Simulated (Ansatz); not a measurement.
Geometry optimisation, UKS PBE/def2-mTZVP in Ansatz 0.2.0.

input.yaml

```yaml
crystal:
  periodic: [false, false, false]
  atoms:
    - { symbol: H, position_ang: [-0.084333, 0.478914, -0.581323] }
    - { symbol: Se, position_ang: [0.667357, -2.084899, 0.287427] }
    - { symbol: S, position_ang: [-0.547307, 1.722319, -0.264453] }
    - { symbol: H, position_ang: [1.80187, -1.448041, 1.02253] }
    - { symbol: H, position_ang: [-1.837587, 1.331607, -0.464181] }
magnetization:
  spin_polarized: true
  initial_magnetization: 1
basis:
  gaussian: { orbitals: def2-mTZVP }
hamiltonian:
  xc: pbe
relax:
  f_tol: 0.03
  max_steps: 50
```

Run as:

```bash
$ ansatz run input.yaml --threads 2 --pin off --max-ram 3072MiB --backend cpu --events-out ev --progress --plain --runs-dir out
```

Task: Where does it end, and by what steps?

Result: The run converged. The force dipped under the threshold on the way, but the program's further checks kept it going. After 12 steps the energy has fallen by 0.170 eV; H1 moved furthest, 1.00 Å.

```
step  energy less start (eV)  largest force component (eV/Å)  accepted
   0                  0.0000                           0.155       yes
   1                 -0.0213                           0.221       yes
   2                 -0.0347                           0.734       yes
   3                 -0.0569                           0.309       yes
   4                 -0.0759                           0.164       yes
   5                 -0.0983                           0.358       yes
   6                 -0.1149                           0.656       yes
   7                 -0.1539                           0.148       yes
   8                 -0.1606                           0.081       yes
   9                 -0.1663                           0.108       yes
  10                 -0.1694                           0.012       yes
  11                 -0.1696                           0.064       yes
  12                 -0.1701                           0.010       yes
```

```xyz
5
Properties=species:S:1:pos:R:3
H -0.103 1.044 -1.410
Se 0.437 -1.799 0.302
S -0.234 1.188 -0.063
H 1.451 -1.279 1.263
H -1.552 0.847 -0.092
```

Run time: 12 s on 2 threads of Intel(R) Xeon(R) Platinum 8375C CPU @ 2.90GHz (Ice Lake) (shared host), peak memory 0.15 GiB.
